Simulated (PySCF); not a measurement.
A run for PySCF: R-HF/STO-3G on CH4Sn (SMILES [CH3][SnH]), a point of a torsion scan.

```python
from pyscf import gto, scf, dft, mp
from pyscf.data.elements import chemcore

mol = gto.M(
    atom='''
    C    -0.64987070    0.01503226   -0.01311949
    Sn    1.39140601    0.97373905   -0.07791775
    H    -0.79614909   -0.50365854    0.93634796
    H    -1.43046075    0.77552993   -0.07857553
    H    -0.81919149   -0.70338445   -0.81255547
    H     1.94414567    0.03539190   -1.54394754
    ''',
    basis='sto-3g',
    charge=0, spin=0, verbose=3, max_memory=1800)
mf = scf.RHF(mol)
mf.conv_tol = 1e-8
mf.max_cycle = 100
mf.kernel()
if not mf.converged:
    mf = mf.newton().run(mf.mo_coeff, mf.mo_occ)
```

Question: Predict the final total energy.

Answer: -6002.9676 hartree.
